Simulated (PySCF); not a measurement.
# Arsenic: a sound run and one with changed settings

Sound run: As⁺ [Ar] 3d10 4s2 4p2, As²⁺ [Ar] 3d10 4s2 4p1. All numbers are calculated (PySCF 2.14, scalar relativity by spin-free X2C-1e, in Sapporo-DKH3-DZP-2012). The sound run starts from symmetry-adapted Hartree-Fock orbitals and uses a fine grid where one is needed.

Changed run: radial step 0.8 in ln r (0.13 in the sound run). This setting is unsound on purpose.

```json
{"species": "As⁺", "method": "UHF", "sound run (hartree)": "-2258.61865", "changed run (hartree)": "-2258.61865", "converged": "yes"}
{"species": "As⁺", "method": "BP86", "sound run (hartree)": "-2260.61380", "changed run (hartree)": "-2261.02586", "converged": "yes"}
{"species": "As⁺", "method": "MN15", "sound run (hartree)": "-2261.79487", "changed run (hartree)": "-2262.47331", "converged": "yes"}
{"species": "As²⁺", "method": "UHF", "sound run (hartree)": "-2257.95670", "changed run (hartree)": "-2257.95670", "converged": "yes"}
{"species": "As²⁺", "method": "BP86", "sound run (hartree)": "-2259.92854", "changed run (hartree)": "-2260.32250", "converged": "yes"}
{"species": "As²⁺", "method": "MN15", "sound run (hartree)": "-2261.10969", "changed run (hartree)": "-2261.80414", "converged": "yes"}
```

Ionisation energy of As⁺:

| method | sound run (eV) | changed run (eV) |
| --- | --- | --- |
| UHF | 18.013 | 18.013 |
| BP86 | 18.647 | 19.139 |
| MN15 | 18.645 | 18.209 |

A coarse radial grid mis-integrates the density and the exchange-correlation energy, with errors of either sign; Hartree-Fock needs no grid.

For comparison, NIST gives 18.589 eV between the lowest levels.
